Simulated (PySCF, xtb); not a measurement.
FGe, SMILES [F][Ge] (connectivity only; charge and spin as stated), charge +1, multiplicity 1.

Harmonic wavenumbers (cm⁻¹) from GFN2-xTB (xtb) at its own minimum, in rising order: 569.

**Question.** What does PBE-D3(BJ)/def2-TZVPD run with PySCF 2.14.0 give at its own minimum? (The exact figures need the calculation; the answer reports its results.)

**Answer.** 763. Paired by order, the mean absolute difference is 195 cm⁻¹ and the zero-point energies are 0.8 and 1.1 kcal/mol.
